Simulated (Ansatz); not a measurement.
`[SiH3]CCSS` + `C[SiH2]O` → `C[SiH2]O[SiH3]` + `CCSS`  (ligand exchange at the Si–C bond)

Isolated molecules relaxed with PBE0-D4/def2-TZVP in Ansatz; ΔE leaves out vibrations. CCSD(T)/CBS adds triple-zeta CCSD(T) − MP2 to the extrapolated MP2 energy (def2 sets, frozen cores). This one scheme is used for every species. DFT in def2-TZVPP. Each species was taken in one conformer, which may not be the lowest.

| species | PBE0 energy (Eh) |
| --- | --- |
| `[SiH3]CCSS` | -1166.46763 |
| `C[SiH2]O` | -406.28724 |
| `C[SiH2]O[SiH3]` | -696.90246 |
| `CCSS` | -875.89455 |

Task: Work out ΔE.

Result: ΔE = (-696.90246) + (-875.89455) − (-1166.46763) − (-406.28724) = -0.04214 Eh = -1.15 eV. CCSD(T)/CBS gives -1.20 eV.

Largest T1 diagnostic among the species: 0.011.

The D4 term adds +0.08 eV with B3LYP and +0.04 eV with PBE0; it sums over pairs of atoms, weighted by their polarisabilities, and B3LYP, whose exchange is more repulsive, gets the larger term. In def2-TZVPP, CCSD(T) changes the Hartree–Fock value by +0.33 eV (the triples alone add +0.05 eV) and MP2 by +0.33 eV. From PBE to PBE0 (25 % exact exchange), in def2-TZVPP and without D4, ΔE moves by −0.06 eV.

B3LYP here is the variant with VWN-RPA as its local correlation; programs differ in this.
